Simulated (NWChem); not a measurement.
System: C₃H₅Br; SMILES C/C=C\Br

Input file for NWChem:

```
start job
memory heap 200 mb stack 900 mb global 1100 mb
geometry units angstroms noautosym nocenter noautoz
  C     -0.875967     2.194576     0.000000
  C      0.548395     1.731931     0.000000
  C      1.018253     0.486392     0.000000
  Br    -0.069181    -1.093138     0.000000
  H     -1.576876     1.356738     0.000000
  H     -1.078594     2.817031    -0.881294
  H     -1.078594     2.817031     0.881294
  H      1.312308     2.511304     0.000000
  H      2.072943     0.241609     0.000000
end
basis spherical
  C library aug-cc-pvdz
  Br library aug-cc-pvdz
  H library aug-cc-pvdz
end
dft
  xc b3lyp
  iterations 150
end
property
  response 1 0.0773
end
task dft property
```

The geometry was optimised at B3LYP/6-31G* (spherical d).

Field at 589 nm.

### Question
What results follow from this input? (B3LYP/aug-cc-pVDZ.) Quantities: isotropic polarisability (bohr³); anisotropy (bohr³).

### Answer
```json
{
  "isotropic polarisability (bohr³)": "63.7",
  "anisotropy (bohr³)": "35.4"
}
```
